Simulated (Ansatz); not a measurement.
Calculated with Ansatz (gas phase, PBE0-D4/def2-TZVP geometries, no zero-point term in ΔE). CCSD(T)/CBS adds triple-zeta CCSD(T) − MP2 to the extrapolated MP2 energy (def2 sets, frozen cores). Double bonds are as drawn, so ΔE can hold a change between cis and trans. Functionals use def2-TZVPP. B3LYP here is the variant with VWN-RPA as its local correlation; programs differ in this. HSE06 is defined as in plane-wave codes. Elements past krypton have def2 core potentials. For In outer-core shells are correlated without core-valence functions, which leaves a few kJ/mol of doubt a bond. One conformer a species, not always the lowest.

Reaction (formal exchange of groups at a C–S bond): `C[S][InH2]` + `C/C=C\CC` → `C/C=C(/C)CC` + `[SH][InH2]`

| level | ΔE (kJ/mol) | difference from CCSD(T)/CBS |
| --- | --- | --- |
| LDA (SPW92) | -37.8 | -6.0 |
| PBE-D4 | -29.5 | 2.3 |
| revPBE-D4 | -30.3 | 1.5 |
| BLYP-D4 | -27.9 | 3.9 |
| r2SCAN-D4 | -32.6 | -0.8 |
| B97M-V | -35.2 | -3.4 |
| PBE0-D4 | -32.5 | -0.7 |
| B3LYP-D4 | -30.5 | 1.3 |
| r2SCAN0-D4 | -34.3 | -2.5 |
| HSE06-D4 | -32.2 | -0.4 |
| BHLYP-D4 | -32.6 | -0.8 |
| CAM-B3LYP-D4 | -34.1 | -2.3 |
| ωB97X-V | -33.5 | -1.7 |
| PBE-QIDH | -34.4 | -2.6 |
| PBE | -26.9 | 4.9 |
| revPBE | -23.0 | 8.8 |
| BLYP | -23.0 | 8.8 |
| r2SCAN | -31.5 | 0.3 |
| PBE0 | -30.2 | 1.6 |
| B3LYP | -26.9 | 4.9 |
| r2SCANh | -32.2 | -0.4 |
| r2SCAN0 | -33.1 | -1.3 |
| BHLYP | -30.8 | 1.0 |
| CAM-B3LYP | -31.8 | 0.0 |
| LC-ωPBE | -33.1 | -1.3 |
| RPA@PBE/def2-TZVPP | -35.0 | -3.2 |
| HF/def2-SVP | -39.3 | -7.5 |
| CCSD/def2-SVP | -45.3 | -13.5 |
| CCSD(T)/def2-SVP | -45.7 | -13.9 |
| HF/def2-TZVPP | -30.3 | 1.5 |
| MP2/def2-TZVPP | -36.8 | -5.0 |
| SCS-MP2/def2-TZVPP | -34.5 | -2.7 |
| CCSD/def2-TZVPP | -36.1 | -4.3 |
| CCSD(T)/def2-TZVPP | -35.9 | -4.1 |
| HF/def2-QZVPP | -30.1 | 1.7 |
| MP2/def2-QZVPP | -34.4 | -2.6 |
| SCS-MP2/def2-QZVPP | -32.2 | -0.4 |
| HF/CBS(def2) | -30.0 | 1.8 |
| MP2/CBS(def2) | -32.8 | -1.0 |
| CCSD/CBS(def2) | -32.1 | -0.3 |
| CCSD(T)/CBS | -31.8 | 0 |

Largest T1 diagnostic among the species: 0.014.

At CCSD(T), def2-SVP lies −13.9 kJ/mol from the extrapolated value and def2-TZVPP −4.1 kJ/mol. From PBE to PBE0 (25 % exact exchange), in def2-TZVPP and without D4, ΔE moves by −3.3 kJ/mol. In def2-TZVPP, CCSD(T) changes the Hartree–Fock value by −5.6 kJ/mol (the triples alone add +0.2 kJ/mol) and MP2 by −6.5 kJ/mol.
